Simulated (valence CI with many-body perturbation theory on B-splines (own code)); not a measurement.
Energy levels of Rh XXIII

Calculated by valence CI with perturbative core correlation (CI+MBPT): five valence electrons over a frozen Dirac-Fock core [Ar], radial functions for each j: 7 s, 7 p, 8 d, 6 f, 4 g, 1 h, with the one-electron correlation potential Σ1 (screened to all orders), the two-electron term Σ2, the three-electron term Σ3, Breit, model QED; selected single and double excitations, second order for the rest, scaled by the run's own slope (own B-spline code, finite nucleus).

No measured levels were compared; by estimate terms of the open shell hold to 2 to 4 % of their energy, and close levels can change places. Among the levels kept, up to 570 cm⁻¹ of a level comes from second order outside the variational space, and about a tenth of that is noise between levels of different J, which matters for small intervals. Only levels of the ground parity were solved; by the run's estimate the other parity begins above the list, which can be wrong where configurations are misplaced.

Levels 1 to 31 of 31, with energies above the lowest level, 3d⁵ ⁶S_5/2. "Leading %" is the weight of the configuration and term that name the level; weights of strongly mixed levels are sums over their largest components and can fall short, so below about 35 % the name and the second component can differ from the true leading terms, or belong to a minority configuration. In the jj column 3d3/2^4 stands for four electrons in 3d with j = 3/2. Lifetimes count E1, E2, E3, M1 and M2 decay at the calculated energies, and are blank where another channel may lead or the interval is too uncertain; long ones can be off by a factor of two.

```
No.  Configuration  Term     J  E (cm⁻¹)  Leading %               Leading jj  Second component  Lifetime
  1            3d⁵    ⁶S   5/2       0.0         88   3d3/2^3 3d5/2^2 (40 %)       10 % 3d⁵ ⁴P          
  2            3d⁵    ⁴G   5/2     86446         30     3d3/2^4 3d5/2 (70 %)       19 % 3d⁵ ²F    498 μs
  3            3d⁵    ⁴G   7/2    107120         70   3d3/2^3 3d5/2^2 (80 %)       12 % 3d⁵ ²F   4.10 ms
  4            3d⁵    ⁴G  11/2    109870         83   3d3/2^3 3d5/2^2 (65 %)       14 % 3d⁵ ²H          
  5            3d⁵    ⁴P   3/2    111260         50   3d3/2^3 3d5/2^2 (83 %)       41 % 3d⁵ ⁴D    280 μs
  6            3d⁵    ⁴G   5/2    113220         45   3d3/2^3 3d5/2^2 (50 %)       22 % 3d⁵ ⁴D    383 μs
  7            3d⁵    ⁴G   9/2    114980         88   3d3/2^2 3d5/2^3 (49 %)        6 % 3d⁵ ⁴F   51.3 ms
  8            3d⁵    ⁴P   1/2    123830         69   3d3/2^3 3d5/2^2 (53 %)       26 % 3d⁵ ⁴D   10.6 ms
  9            3d⁵    ⁴D   7/2    138790         73   3d3/2^2 3d5/2^3 (78 %)       19 % 3d⁵ ⁴G   1.13 ms
 10            3d⁵    ⁴D   5/2    147800         43   3d3/2^3 3d5/2^2 (50 %)       27 % 3d⁵ ²D    377 μs
 11            3d⁵    ⁴D   1/2    156320         74   3d3/2^2 3d5/2^3 (84 %)       24 % 3d⁵ ⁴P    644 μs
 12            3d⁵    ²I  11/2    159130         74   3d3/2^2 3d5/2^3 (71 %)       14 % 3d⁵ ²H   1.00 ms
 13            3d⁵    ⁴D   3/2    160510         49   3d3/2^2 3d5/2^3 (62 %)       38 % 3d⁵ ⁴P    341 μs
 14            3d⁵    ²F   7/2    170010         45   3d3/2^3 3d5/2^2 (70 %)       31 % 3d⁵ ⁴F   1.44 ms
 15            3d⁵    ²I  13/2    172030        100  3d3/2^2 3d5/2^3 (100 %)                     7.50 ms
 16            3d⁵    ²D   3/2    174980         47   3d3/2^2 3d5/2^3 (66 %)       44 % 3d⁵ ⁴F    271 μs
 17            3d⁵    ²G   9/2    176130         46   3d3/2^2 3d5/2^3 (49 %)       33 % 3d⁵ ⁴F    988 μs
 18            3d⁵    ²F   5/2    180840         28   3d3/2^2 3d5/2^3 (41 %)       22 % 3d⁵ ⁴P    140 μs
 19            3d⁵    ⁴F   5/2    198810         43   3d3/2^2 3d5/2^3 (61 %)       30 % 3d⁵ ²F    274 μs
 20            3d⁵    ²H   9/2    202840         55   3d3/2^2 3d5/2^3 (98 %)       42 % 3d⁵ ⁴F    244 μs
 21            3d⁵    ²G   7/2    210640         47   3d3/2^2 3d5/2^3 (76 %)       31 % 3d⁵ ²F    531 μs
 22            3d⁵    ⁴F   3/2    217770         47     3d3/2 3d5/2^4 (57 %)       46 % 3d⁵ ²D    360 μs
 23            3d⁵    ²F   7/2    220670         52     3d3/2 3d5/2^4 (62 %)       31 % 3d⁵ ²G    207 μs
 24            3d⁵    ²F   5/2    222310         58   3d3/2^2 3d5/2^3 (65 %)       19 % 3d⁵ ²D    243 μs
 25            3d⁵    ²H  11/2    234840         72     3d3/2 3d5/2^4 (92 %)       22 % 3d⁵ ²I          
 26            3d⁵    ²F   7/2    237580         50     3d3/2 3d5/2^4 (51 %)       36 % 3d⁵ ⁴F    349 μs
 27            3d⁵    ²G   9/2    240890         50     3d3/2 3d5/2^4 (68 %)       30 % 3d⁵ ²H    390 μs
 28            3d⁵    ²S   1/2    244530         87   3d3/2^3 3d5/2^2 (35 %)        6 % 3d⁵ ⁴P    197 μs
 29            3d⁵    ²D   5/2    257610         48           3d5/2^5 (50 %)       36 % 3d⁵ ²F    121 μs
 30            3d⁵    ²D   3/2    272440         92     3d3/2 3d5/2^4 (41 %)        5 % 3d⁵ ⁴D    130 μs
 31            3d⁵    ²D   5/2    290550         72     3d3/2 3d5/2^4 (38 %)       19 % 3d⁵ ²F    124 μs
```

Names give the largest LS component (configuration and term), which can be under half, so a name can repeat, a term be missing and a line seem to break the LS rules; names also repeat where a configuration has a term twice.

The ionisation energy to 3d⁴ ⁵D0 of the next ion comes out as 1061.1 eV (NIST: 1061 ± 4 eV (theoretical)). All 31 levels together are meant to be complete up to 302270 cm⁻¹.
